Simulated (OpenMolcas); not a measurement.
# Computed levels of Os⁴⁺

```
Program             : OpenMolcas 26.06
Method              : SS-CASPT2, IPEA 0.25 Eh, imaginary shift 0.1 Eh (closed shells correlated: 5s 5p)
Basis               : ANO-RCC-VTZP [8s7p5d3f2g1h]
Scalar Hamiltonian  : DKH2, point nucleus
Active space        : 4 electrons in 5 orbitals (5d)
State averaging     : 2S+1 = 5 even, 5 roots; 2S+1 = 3 even, 45 roots kept (CI in the orbitals of an earlier block); 2S+1 = 1 even, 50 roots kept (CI in the orbitals of an earlier block)
Spin-orbit coupling : state interaction with AMFI integrals over the reference wave functions, term energies averaged over their components
```

Spin-free terms above the lowest, with the occupations of the reference:

```tsv
Configuration	Term	E (eV)	Occupations
5d⁴	⁵D	0.0000	5d 4.00
5d⁴	³H	1.993	5d 4.00
5d⁴	³P(1)	2.025	5d 4.00
5d⁴	³F(1)	2.180	5d 4.00
5d⁴	³G	2.421	5d 4.00
5d⁴	¹I	2.999	5d 4.00
5d⁴	³D	3.002	5d 4.00
5d⁴	¹G(1)	3.135	5d 4.00
5d⁴	¹D(1)	3.561	5d 4.00
5d⁴	¹S(1)	3.565	5d 4.00
5d⁴	¹F	4.171	5d 4.00
5d⁴	³P(2)	5.023	5d 4.00
5d⁴	³F(2)	5.088	5d 4.00
5d⁴	¹G(2)	5.761	5d 4.00
5d⁴	¹D(2)	7.669	5d 4.00
5d⁴	¹S(2)	10.035	5d 4.00
```

With spin-orbit coupling, above the lowest level:

| Configuration | Term | J | E (eV) | Measured (eV) | g | Term weight % | Second |
| --- | --- | --- | --- | --- | --- | --- | --- |
| 5d⁴ | ⁵D | 0 | 0.0000 | 0.0000 |  | 64 | 32 ³P(1) |
| 5d⁴ | ⁵D | 1 | 0.542 | 0.5345 | 1.499 | 84 | 15 ³P(1) |
| 5d⁴ | ⁵D | 2 | 1.020 | 1.0022 | 1.476 | 92 | 3 ³P(1) |
| 5d⁴ | ⁵D | 3 | 1.392 | 1.3661 | 1.457 | 88 | 7 ³F(1) |
| 5d⁴ | ⁵D | 4 | 1.645 | 1.6076 | 1.403 | 70 | 21 ³F(1) |
| 5d⁴ | ³P(1) | 0 | 2.367 |  |  | 52 | 34 ⁵D |
| 5d⁴ | ³H | 4 | 2.647 | 2.5260 | 0.971 | 57 | 14 ³G |
| 5d⁴ | ³G | 3 | 3.119 | 2.9685 | 0.906 | 61 | 25 ³F(1) |
| 5d⁴ | ³F(1) | 2 | 3.185 |  | 0.813 | 67 | 18 ¹D(1) |
| 5d⁴ | ³P(1) | 1 | 3.196 | 3.0599 | 1.397 | 77 | 12 ⁵D |
| 5d⁴ | ³H | 5 | 3.284 | 3.1422 | 1.072 | 77 | 23 ³G |
| 5d⁴ | ³H | 6 | 3.574 | 3.4305 | 1.126 | 75 | 25 ¹I |
| 5d⁴ | ³G | 4 | 3.867 |  | 1.047 | 50 | 22 ³H |
| 5d⁴ | ³P(1) | 2 | 3.940 |  | 1.299 | 49 | 39 ³D |
| 5d⁴ | ³F(1) | 4 | 4.106 |  | 1.129 | 35 | 28 ¹G(1) |
| 5d⁴ | ³F(1) | 3 | 4.191 |  | 1.137 | 45 | 32 ³D |
| 5d⁴ | ³D | 3 | 4.474 |  | 1.122 | 42 | 27 ³G |
| 5d⁴ | ¹D(1) | 2 | 4.687 |  | 1.126 | 30 | 25 ³P(1) |
| 5d⁴ | ³G | 5 | 4.764 | 4.5893 | 1.162 | 77 | 23 ³H |
| 5d⁴ | ³D | 1 | 4.973 | 4.7778 | 0.621 | 88 | 8 ³P(1) |
| 5d⁴ | ¹I | 6 | 5.053 | 4.8705 | 1.041 | 75 | 25 ³H |
| 5d⁴ | ¹G(1) | 4 | 5.681 |  | 1.078 | 45 | 20 ³F(2) |
| 5d⁴ | ¹S(1) | 0 | 5.721 |  |  | 76 | 16 ³P(1) |
| 5d⁴ | ³D | 2 | 5.742 |  | 1.147 | 24 | 23 ¹D(1) |
| 5d⁴ | ¹F | 3 | 6.028 | 5.7713 | 1.057 | 65 | 20 ³D |
| 5d⁴ | ³P(2) | 2 | 6.485 |  | 1.320 | 71 | 14 ³F(2) |
| 5d⁴ | ³F(2) | 4 | 6.913 |  | 1.175 | 58 | 17 ¹G(2) |
| 5d⁴ | ³F(2) | 2 | 7.174 |  | 0.820 | 63 | 17 ¹D(1) |
| 5d⁴ | ³F(2) | 3 | 7.258 | 6.9272 | 1.073 | 81 | 17 ¹F |
| 5d⁴ | ³P(2) | 1 | 7.303 | 6.9416 | 1.485 | 98 |  |
| 5d⁴ | ³P(2) | 0 | 7.690 |  |  | 86 | 7 ¹S(1) |
| 5d⁴ | ¹G(2) | 4 | 7.788 |  | 1.049 | 77 | 19 ³F(2) |
| 5d⁴ | ¹D(2) | 2 | 9.550 |  | 1.001 | 94 | 3 ³D |
| 5d⁴ | ¹S(2) | 0 | 12.001 |  |  | 94 | 6 ³P(2) |

Against the 15 measured excited levels shown (the list in Palmeri et al., Atoms 14, 22 (2026)) the mean absolute deviation is 1200 cm-1; the largest miss in energy is 5d⁴ ³P₁(2): computed 7.303, measured 6.9416 eV (+5.2 %).

Spin-orbit coupling puts the lowest level 1.6868 eV below the lowest spin-free term.

A least-squares Racah fit to the terms below 60000 cm-1, each weighted by 2L + 1 and with a free common offset, gives B = 731 cm-1 and C = 3196 cm-1 (C/B = 4.37), with an rms deviation of 641 cm-1.

CASPT2 does not keep the components of a term degenerate, so their means are used; among the terms shown or strongly mixed into the levels shown the widest spread is 350 cm-1 (5d⁴ ¹G(2)). Terms from blocks run as CI alone lack orbitals of their own. Measured partners are found by configuration, term and J. A level has none where our copy of the source lacks it or the pairing is in doubt (some pairs that miss far off the trend of their configuration count as doubtful), and it then counts in no deviation. Levels of configurations outside the active space are missing.

The CASPT2 steps took 38 s on 1 thread of Arm Neoverse V2, with other jobs on the host; the integral step is not counted.

The term weight is that of the spin-free term in the level, not the purity of its configuration. A number in round brackets counts repeated terms of one configuration in the order of the reference energies.
